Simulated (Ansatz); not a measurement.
Z-matrix (Å, degrees):
```
C
B 1 1.548
H 1 1.102 2 105.7
H 1 1.092 2 113.5 3 115.3
H 1 1.091 2 114.5 3 -116.7
C 2 1.548 1 125.1 3 93.4
H 2 1.201 1 120.8 3 -84.0
Br 6 1.909 2 119.5 1 0.1
C 6 1.333 2 122.3 1 179.8
H 9 1.084 6 123.6 2 -179.1
H 9 1.085 6 118.5 2 0.7
```

Charge 0, multiplicity 1.

Task: List the CAM-B3LYP/def2-TZVPP orbital energies in eV (Ansatz 0.2.0). (Best estimate.)

Result: The calculation gave: Occupied: -13140.87, -1702.35, -1534.12, -1534.03, -1534.03, -280.08, -279.65, -278.10, -238.43, -185.75, -179.41, -179.12, -179.11, -73.74, -73.65, -73.64, -73.41, -73.41, -24.88, -22.37, -21.41, -17.89, -15.52, -14.23, -13.73, -12.83, -12.29, -11.26, -11.03, -10.59, -9.40, -8.79. Lowest empty: -0.91, 1.35, 1.86, 1.96, 2.72, 3.10, 3.48, 3.96.
